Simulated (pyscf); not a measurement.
**HN=AlH, singlet**

Gas-phase minimum from PySCF at ωB97X-D3(BJ)/def2-SVP, one conformer. HN=AlH lies 44.5 kcal/mol over its isomer H₂N–Al [singlet], and others may lie lower still (electronic energy, ωB97M-D3(BJ)). 

SMILES: [NH]=[AlH]
```xyz
4

N      0.6116     0.8645     0.5738
Al     0.0822     0.2088    -0.8016
H      0.9402     1.2728     1.4292
H     -0.4289    -0.4257    -2.1314
```
Charge 0, spin multiplicity 1.

Bonds (Å): N1–Al2 1.613, N1–H3 1.003, Al2–H4 1.560. Bond angles (°): Al2–N1–H3 180.0, N1–Al2–H4 180.0.

Properties at ωB97X-D3(BJ)/def2-SVP:

```yaml
harmonic_wavenumbers_unscaled: 290, 290, 566, 566, 1183, 2074, 3824 cm⁻¹
zero_point_energy: 12.6 kcal/mol
rotational_symmetry_number: 1
Entropy of this conformer at 298 K and 1 atm, rigid rotor and harmonic oscillator, modes under 100 cm⁻¹ raised to 100: 230.7 J/(mol K)
dipole_moment: 1.99 D
```

Single-point totals, which compare only within one level (frozen core for MP2 and CC):

| level | total energy (hartree) |
|---|---|
| ωB97X-D3(BJ)/def2-TZVP | -298.39091 |
| PBE/def2-TZVP | -298.15439 |
| r²SCAN/def2-TZVP | -298.29698 |
| B3LYP-D3(BJ)/def2-TZVP | -298.38659 |
| PBE0-D3(BJ)/def2-TZVP | -298.17397 |
| M06-2X/def2-TZVP | -298.31005 |
| ωB97M-D3(BJ)/def2-TZVP | -298.41214 |
| HF/def2-TZVPP | -297.49729 |
| MP2/def2-TZVPP | -297.79163 |
| CCSD/def2-TZVPP | -297.80067 |
| CCSD(T)/def2-TZVPP | -297.81541 |

The CCSD(T) − MP2 part came from Ansatz, without density fitting, on the same reference.
